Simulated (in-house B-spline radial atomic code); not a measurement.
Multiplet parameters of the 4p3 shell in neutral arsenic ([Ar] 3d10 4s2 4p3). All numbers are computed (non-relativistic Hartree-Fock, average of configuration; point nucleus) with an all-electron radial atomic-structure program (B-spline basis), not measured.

Slater integrals: F^2 = 39999 cm⁻¹. Central-field spin-orbit parameter ζ(4p) = 1219 cm⁻¹ (bare central field on non-relativistic orbitals, without two-electron terms: too large for light atoms, too small for heavy ones).

With F₂ = F^2/25 = 1600 cm⁻¹:

**Question.** Where do the terms lie in LS coupling, without spin-orbit interaction?

**Answer.** In cm⁻¹ above the Hund's-rule term:
| term | expression | energy |
| --- | --- | --- |
| 4S | 0 F₂ | 0 |
| 2D | 9 F₂ | 14400 |
| 2P | 15 F₂ | 23999 |

**Question.** How far can these numbers be trusted?

**Answer.** Unscaled Hartree-Fock integrals overestimate measured term splittings, because correlation screens the repulsion; fits to spectra scale them down, most for low charges. Here ζ is 0.76 times F₂, so LS coupling is a fair start, though levels of equal J in close terms still mix.
